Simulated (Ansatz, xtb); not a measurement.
## Two structures of CH5AuSi2

Structure I is a singlet given by its coordinates and structure II is a singlet given by its coordinates. Both are isolated molecules in the gas phase, relaxed with PBE-D3(BJ)/def2-SVP.

I (Å):

```xyz
9

C    -2.0311   -0.6774   -0.6450
Au   -0.9013   -4.7303    0.2604
Si   -0.2134   -1.0886   -0.3264
Si    0.3523   -2.8892    0.8268
H    -2.6347   -1.6062   -0.6520
H    -2.4285    0.0108    0.1286
H    -2.1426   -0.1808   -1.6311
H     0.5873    0.1650   -0.0541
H     1.8343   -3.1904    0.8049
```

Close contacts (Å): C1–Si3 1.89, Au2–Si4 2.30, Si3–Si4 2.21, C1–H5 1.11, C1–H6 1.11, C1–H7 1.11, Si3–H8 1.51, Si4–H9 1.51.

II (Å):

```xyz
9

C    -1.8461   -1.4361   -0.4468
Au    1.3336   -0.9509   -0.6499
Si   -0.7925    0.2477   -0.3508
Si   -0.3897   -2.5551   -0.1330
H    -2.3025   -1.5912   -1.4426
H    -2.6063   -1.4761    0.3577
H    -0.6486    0.2126    1.1940
H    -0.2251   -3.0393    1.2739
H    -0.1084   -3.6169   -1.1578
```

Close contacts (Å): C1–Si3 1.99, C1–Si4 1.86, Au2–Si3 2.46, Au2–Si4 2.41, C1–H5 1.11, C1–H6 1.11, Si3–H7 1.55, Si4–H8 1.50, Si4–H9 1.50.

Problem. Estimate which is lower in electronic energy at CCSD(T)/def2-SVP + ΔMP2/def2-TZVPP, and by roughly how much.

Solution. The CCSD(T)/def2-SVP + ΔMP2/def2-TZVPP calculation puts structure II lower, by 44.8 kJ/mol.

The same difference at several levels:

```csv
level,geometry,E(II) − E(I) (kJ/mol),departure from the last row (kJ/mol),"job, with rough time for the two"
GFN2-xTB,GFN2-xTB,+4.6,+49.4,"optimisation, 0.54 s"
r2SCAN-D4/def2-SVP,GFN2-xTB,−48.0,−3.2,"single point, 5.3 s"
PBE-D3(BJ)/def2-SVP,PBE-D3(BJ)/def2-SVP,−27.3,+17.5,"optimisation, 50 s"
HF/def2-SVP,PBE-D3(BJ)/def2-SVP,−2.3,+42.5,part of the CCSD(T) run
MP2/def2-SVP,PBE-D3(BJ)/def2-SVP,−41.3,+3.5,part of the CCSD(T) run
CCSD(T)/def2-SVP,PBE-D3(BJ)/def2-SVP,−19.5,+25.3,single point
CCSD(T)/def2-SVP + ΔMP2/def2-TZVPP,PBE-D3(BJ)/def2-SVP,−44.8,,"single point, 48 s"
```

GFN2-xTB puts the two in the other order. The largest departure from CCSD(T)/def2-SVP + ΔMP2/def2-TZVPP is that of GFN2-xTB, 49.4 kJ/mol. The last row adds to CCSD(T) the change of the MP2 difference between the two basis sets, here −25.3 kJ/mol, a large step that makes the value less sure.

With harmonic frequencies from PBE-D3(BJ)/def2-SVP (ideal gas, rigid rotor, one conformer each, 298.15 K, 1 atm): the zero-point term adds −4.8 kJ/mol; ΔH is −52.2 and ΔG −43.2 kJ/mol.

The T1 diagnostic of structures I and II is large, so the coupled-cluster value is less sure. The correlated steps freeze 11 core orbitals; the last core shell of Au is correlated, in a basis made for valence electrons. Atoms past krypton carry core potentials in the def2 sets and no spin–orbit term is included. Run with Ansatz 0.2.0, xtb 6.7.1; the last row on 2 threads of Intel(R) Xeon(R) Processor @ 2.70GHz on a shared host.
